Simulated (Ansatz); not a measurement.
Molecule: C₂H₉Si₂, net charge 0, doublet state. It need not be the lowest isomer of its formula. SMILES: C[SiH](C)[SiH2]
Geometry from a B3LYP-D3(BJ)/def2-TZVP (Ansatz, an electronic-structure program) optimisation:
```xyz
13

C      1.8717    -0.7089     0.2315
Si     0.1926    -0.2861    -0.5025
C     -0.9998    -1.7296    -0.2898
Si    -0.6131     1.6682     0.4984
H      1.7925    -0.8838     1.3065
H      2.2741    -1.6147    -0.2276
H      2.5881     0.0986     0.0735
H      0.3431     0.0011    -1.9540
H     -1.9758    -1.5036    -0.7216
H     -0.6072    -2.6219    -0.7845
H     -1.1436    -1.9623     0.7670
H     -0.7064     1.6029     1.9830
H     -1.9098     2.1653    -0.0351
```
Charge 0, spin multiplicity 2.

Property: atomisation energy (electronic, to ground-state atoms), in kJ/mol. Valence correlation only, unless marked. UHF or UKS for open shells. Spin-orbit coupling is left out. No relativistic terms. The coupled-cluster limit lacks core correlation, which all-electron functionals hold. Basis-set limits of correlation are two-point, X^-3; Hartree-Fock from the larger set. [CCSD(T)-MP2]/basis is that difference in the basis named.

```json
[
 {"level": "PBE0/def2-SVP", "program": "Ansatz", "atomisation energy (kJ/mol)": "4372.8", "minus last row": "-24.5"},
 {"level": "CAM-B3LYP/def2-TZVPD", "program": "Ansatz", "atomisation energy (kJ/mol)": "4383.3", "minus last row": "-14.0"},
 {"level": "MP2/6-31G", "program": "Ansatz", "atomisation energy (kJ/mol)": "3643.2", "minus last row": "-754.1"},
 {"level": "SCS-MP2/STO-3G", "program": "Ansatz", "atomisation energy (kJ/mol)": "4921.5", "minus last row": "524.2"},
 {"level": "SCS-MP2/aug-cc-pV(T+d)Z", "program": "Ansatz", "atomisation energy (kJ/mol)": "4327.6", "minus last row": "-69.7"},
 {"level": "CCSD/STO-3G", "program": "Ansatz", "atomisation energy (kJ/mol)": "4964.1", "minus last row": "566.8"},
 {"level": "CCSD/aug-cc-pV(D+d)Z", "program": "Ansatz", "atomisation energy (kJ/mol)": "4078.8", "minus last row": "-318.5"},
 {"level": "RI-MP2/CBS(aug-cc-pV(T+d)Z,aug-cc-pV(Q+d)Z)+[CCSD(T)-MP2]/aug-cc-pV(D+d)Z", "program": "Ansatz", "atomisation energy (kJ/mol)": "4390.9", "minus last row": "-6.4"},
 {"level": "RI-MP2/CBS(cc-pV(T+d)Z,cc-pV(Q+d)Z)+[CCSD(T)-MP2]/cc-pV(T+d)Z", "program": "Ansatz", "atomisation energy (kJ/mol)": "4397.4", "minus last row": "0.1"},
 {"level": "CCSD(T)/CBS(cc-pV(T+d)Z,cc-pV(Q+d)Z)", "program": "Ansatz", "atomisation energy (kJ/mol)": "4397.3", "minus last row": "0.0"}
]
```
